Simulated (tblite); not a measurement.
C5H12N2Si.
SMILES: `CC1=NN([SiH3])C[C@H]1C`

Level: GFN2-xTB in tblite, geometry and Hessian alike; calculated harmonic values, unscaled, isolated species. Against measured fundamentals such values can be off by several per cent, at times by over 20. Modes of hydrogen on silicon can be 10 to 20 % off.

Harmonic wavenumbers (cm⁻¹): 42.9, 56.1, 110.1, 134.4, 161.6, 203.8, 240.6, 290.3, 356.3, 382.6, 475.5, 558.7, 569.0, 586.9, 625.2, 733.2, 779.7, 811.9, 826.0, 880.1, 930.3, 946.2, 1006.1, 1013.9, 1064.5, 1105.4, 1112.7, 1138.6, 1177.8, 1179.2, 1217.5, 1292.6, 1305.3, 1330.8, 1393.9, 1407.0, 1466.6, 1471.9, 1484.8, 1502.1, 1502.9, 1697.4, 2176.3, 2226.4, 2351.1, 2912.6, 2922.5, 2951.4, 2992.5, 3008.0, 3024.0, 3029.1, 3036.8, 3061.9.

A = 3140, B = 1130, C = 896.8 MHz; mass 128.077 u (most abundant isotopes); point group C1, symmetry number 1.

Task: What is the zero-point energy?

Result: Half the sum of the wavenumbers: 35132 cm⁻¹ = 100.45 kcal/mol.

Task: Entropy at 350 K, 1 bar (ideal gas, RRHO, classical rotation)?

Result: Translation 41.28, rotation 29.48, vibration 36.02: S = 106.8 cal/(mol K).

Task: And Cp and H(350 K) − H(0)?

Result: Cp = 44.73 cal/(mol K), of which vibrations give 36.78 (their classical limit is 54 R = 107.3); H(350 K) − H(0) = 9.28 kcal/mol without the zero-point energy, 6.50 from vibrations.

Task: Blend soft modes into free rotors: weight 1/[1 + (100 cm⁻¹/ν̃)⁴] for the oscillator and the rest for a rotor with moment μB/(μ + B), μ = h/(8π²ν), B = 10⁻⁴⁴ kg m². What vibrational entropy results?

Result: 32.88 cal/(mol K) in place of 36.02, which changes −T·S at 350 K by +1.10 kcal/mol.

Task: How do the functions run with temperature in this model?

Result: 
```tsv
T (K)	S (cal/(mol K))	Cp (cal/(mol K))	H − H(0) (kcal/mol)	G − H(0) (kcal/mol)	ln q(vib)
50	59.0	13.6	0.52	-2.43	0.64
100	70.2	19.3	1.35	-5.68	1.97
298.15	100.1	39.3	7.11	-22.72	7.39
373.15	109.7	47.1	10.35	-30.59	9.39
500	125.2	58.8	17.09	-45.50	12.76
750	152.5	75.6	34.04	-80.30	19.22
1000	175.8	86.6	54.40	-121.40	25.29
```

q(vib) and H(0) count from the zero-point level.

Hindered rotation and anharmonicity are outside this model. The structure is chiral; the term R ln 2 for an equal mix with its mirror image is left out.
